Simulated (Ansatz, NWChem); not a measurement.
## CBr2F2 (dibromodifluoromethane): the atomisation enthalpy at 298 K, rung by rung

CBr2F2: 5 atoms, total charge 0, spin state singlet. As SMILES, `FC(F)(Br)Br`. Geometry: relaxed at PBE0-D4/def2-TZVP.

Each level gives the atomisation enthalpy at 298 K (kJ/mol). The values are calculated. The thermal term (zero-point and 298 K enthalpy, harmonic and unscaled) is that of PBE0-D4/def2-TZVP; the spin-orbit lowering of the free atoms at 298 K, 32.0 kJ/mol by their spectra, is taken off.

```json
{"level": "BLYP/cc-pVDZ", "kind": "GGA", "program": "Ansatz", "value (kJ/mol)": "1465", "CPU time (all runs)": "8.7 s"}
{"level": "M06-2X/cc-pVDZ", "kind": "hybrid meta-GGA", "program": "NWChem", "value (kJ/mol)": "?", "CPU time (all runs)": "2.9 min"}
{"level": "B3LYP/cc-pVDZ", "kind": "global hybrid", "program": "Ansatz", "value (kJ/mol)": "?", "CPU time (all runs)": "9.8 s"}
{"level": "r2SCAN0/cc-pVDZ", "kind": "hybrid meta-GGA", "program": "Ansatz", "value (kJ/mol)": "1396", "CPU time (all runs)": "18 s"}
{"level": "wB97M-V/cc-pVDZ", "kind": "range-separated hybrid", "program": "Ansatz", "value (kJ/mol)": "1464", "CPU time (all runs)": "57 s"}
{"level": "RPA@PBE0/cc-pVDZ", "kind": "RPA", "program": "Ansatz", "value (kJ/mol)": "1222", "CPU time (all runs)": "14 s"}
{"level": "MP2/cc-pVDZ", "kind": "perturbation theory", "program": "NWChem", "value (kJ/mol)": "1382", "CPU time (all runs)": "10 min"}
{"level": "BCCD(T)/cc-pVDZ", "kind": "coupled cluster or CI", "program": "Ansatz", "value (kJ/mol)": "1291", "CPU time (all runs)": "38 s"}
```

(1) Estimate the missing values from the other rows.

Answers

(1) As computed at these levels: M06-2X/cc-pVDZ: 1440 kJ/mol; B3LYP/cc-pVDZ: 1416 kJ/mol. Measured: 1484 kJ/mol (Active Thermochemical Tables). Nearest: BLYP/cc-pVDZ (-19 kJ/mol), wB97M-V/cc-pVDZ (-20 kJ/mol); farthest: RPA@PBE0/cc-pVDZ (-262 kJ/mol). Computed less measured by kind, in kJ/mol (cc-pVDZ rows): GGA -19; global hybrid -88 to -44; range-separated hybrid -20; RPA -262; perturbation theory -102; coupled cluster or CI -193. In a finite basis correlated wave-function methods underbind, so their errors here aren't those of the basis-set limit. All-electron rows without a relativistic Hamiltonian named are non-relativistic. In the correlated wave-function rows the outer d shell of Br is correlated, in sets not made for it. Times are those of the runs behind each value, whatever else they computed, on shared processors of several kinds: orders of magnitude only.
